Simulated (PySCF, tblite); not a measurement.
C5H14O2SSi.
Geometry (GFN2-xTB, Å), atoms numbered from 1 in this order:
```
atom  x, y, z in Å
C1    -1.2307    1.7409   -0.8292
O2    -1.5863    0.3735   -0.7803
C3    -1.0297   -0.3869    0.2588
C4    -1.7183   -1.7480    0.1821
C5    -1.2103    0.2385    1.6448
O6     0.3537   -0.5377    0.0606
Si7    1.1185   -0.9515   -1.3032
S8     3.1723   -0.9586   -0.7145
C9     3.2759    0.6052    0.2187
H10   -1.7831    2.3216   -0.0842
H11   -1.5049    2.0818   -1.8258
H12   -0.1570    1.8824   -0.6812
H13   -2.7587   -1.6493    0.4754
H14   -1.6712   -2.1062   -0.8417
H15   -1.2130   -2.4505    0.8375
H16   -2.2568    0.4840    1.8028
H17   -0.6067    1.1377    1.7392
H18   -0.8878   -0.4745    2.3977
H19    0.9224    0.0357   -2.3606
H20    0.8462   -2.3045   -1.7576
H21    2.4803    0.6341    0.9553
H22    3.1972    1.4433   -0.4673
H23    4.2430    0.6160    0.7092
```

The calculation used PBE0/pcSseg-1 in PySCF (dipole) on a GFN2-xTB geometry, gas phase.

Masses are those of the commonest isotopes; rigid-rotor values at the optimised geometry. The values belong to one conformer with, in the numbering `[CH3:1][O:2][C:3]([CH3:4])([CH3:5])[O:6][SiH2:7][S:8][CH3:9]`, C1–O2–C3–C4 173°, O2–C3–O6–Si7 -47°, C3–O6–Si7–S8 180°, O6–Si7–S8–C9 -46°.

(1) What are A, B and C (cm⁻¹)?

(2) What kind of rotor is it?

(3) What does the inertial defect say?

(4) List the rotational levels J(Ka,Kc) to J = 2 (cm⁻¹).

(5) Predict some low-J microwave lines.

(6) Estimate the classical rotational partition function at 100 K, 200 K and 298.15 K.

Results:

(1) Ia = 266.62, Ib = 759.96, Ic = 799.62 u·Å²; 505379 MHz·u·Å²/I gives 1896, 665.0 and 632.0 MHz, that is A = 0.06323, B = 0.02218, C = 0.02108 cm⁻¹.

(2) A near-prolate asymmetric top; Ray's κ = -0.948.

(3) Not planar: Δ = Ic − Ia − Ib = -226.96 u·Å². For a rigid frame Δ = −2 Σ m c², so Σ m c² = 113.48 u·Å² lies off the ab plane: 27.83 from hydrogen and 85.65 from heavier atoms. The atom farthest from that plane is 2.49 Å away.

(4) Above 0(0,0):
J = 1: 1(0,1) 0.0433, 1(1,1) 0.0843, 1(1,0) 0.0854
J = 2: 2(0,2) 0.1298, 2(1,2) 0.1697, 2(1,1) 0.1730, 2(2,1) 0.2962, 2(2,0) 0.2962
The levels of one J sum to (2J + 1)J(J + 1)(A + B + C)/3.

(5) The dipole components are |μa| = 2.27 D, |μb| = 1.83 D, |μc| = 0.54 D. Intensities carry the squares of the components, which stand as 1.00 : 0.65 : 0.06 (a : b : c). Some lines, for components of 0.1 D or more:

```json
{"type": "c", "branch": "Q", "J(Ka,Kc)": "2(1,2) ← 2(0,2)", "MHz": "1198", "lower level (cm⁻¹)": "0.130"}
{"type": "c", "branch": "Q", "J(Ka,Kc)": "1(1,1) ← 1(0,1)", "MHz": "1230", "lower level (cm⁻¹)": "0.043"}
{"type": "b", "branch": "Q", "J(Ka,Kc)": "1(1,0) ← 1(0,1)", "MHz": "1263", "lower level (cm⁻¹)": "0.043"}
{"type": "a", "branch": "R", "J(Ka,Kc)": "1(0,1) ← 0(0,0)", "MHz": "1297", "lower level (cm⁻¹)": "0.000"}
{"type": "b", "branch": "Q", "J(Ka,Kc)": "2(1,1) ← 2(0,2)", "MHz": "1297", "lower level (cm⁻¹)": "0.130"}
{"type": "b", "branch": "R", "J(Ka,Kc)": "2(0,2) ← 1(1,1)", "MHz": "1363", "lower level (cm⁻¹)": "0.084"}
{"type": "b", "branch": "R", "J(Ka,Kc)": "1(1,1) ← 0(0,0)", "MHz": "2528", "lower level (cm⁻¹)": "0.000"}
{"type": "c", "branch": "R", "J(Ka,Kc)": "1(1,0) ← 0(0,0)", "MHz": "2561", "lower level (cm⁻¹)": "0.000"}
{"type": "a", "branch": "R", "J(Ka,Kc)": "2(1,2) ← 1(1,1)", "MHz": "2561", "lower level (cm⁻¹)": "0.084"}
{"type": "a", "branch": "R", "J(Ka,Kc)": "2(0,2) ← 1(0,1)", "MHz": "2593", "lower level (cm⁻¹)": "0.043"}
{"type": "a", "branch": "R", "J(Ka,Kc)": "2(1,1) ← 1(1,0)", "MHz": "2627", "lower level (cm⁻¹)": "0.085"}
{"type": "c", "branch": "Q", "J(Ka,Kc)": "2(2,1) ← 2(1,1)", "MHz": "3691", "lower level (cm⁻¹)": "0.173"}
{"type": "b", "branch": "Q", "J(Ka,Kc)": "2(2,0) ← 2(1,1)", "MHz": "3692", "lower level (cm⁻¹)": "0.173"}
{"type": "b", "branch": "Q", "J(Ka,Kc)": "2(2,1) ← 2(1,2)", "MHz": "3790", "lower level (cm⁻¹)": "0.170"}
{"type": "c", "branch": "R", "J(Ka,Kc)": "2(1,1) ← 1(0,1)", "MHz": "3891", "lower level (cm⁻¹)": "0.043"}
{"type": "c", "branch": "R", "J(Ka,Kc)": "2(2,0) ← 1(1,0)", "MHz": "6319", "lower level (cm⁻¹)": "0.085"}
{"type": "c", "branch": "R", "J(Ka,Kc)": "2(2,1) ← 1(1,1)", "MHz": "6352", "lower level (cm⁻¹)": "0.084"}
{"type": "b", "branch": "R", "J(Ka,Kc)": "2(2,0) ← 1(1,1)", "MHz": "6352", "lower level (cm⁻¹)": "0.084"}
```

(6) Point group C1, symmetry number σ = 1; q = (√π/σ)·√((kT/h)³/(ABC)), k/h = 20836.6 MHz/K: 189000 at 100 K, 534000 at 200 K, 972000 at 298.15 K.

Its lowest GFN2-xTB frequency is 13 cm⁻¹, too small to tell a flat minimum from a shallow saddle. Constants of a rigid frame at the computed geometry: no zero-point averaging, no centrifugal distortion. A rigid rotor knows nothing of internal rotation, which can split or shift real lines.

The run took 55 s on one thread, Arm Neoverse V2 (aarch64), shared host, and the process peaked at 1.1 GiB of memory. This is the PBE0/pcSseg-1 job that gave the dipole, with the shieldings it also computed.
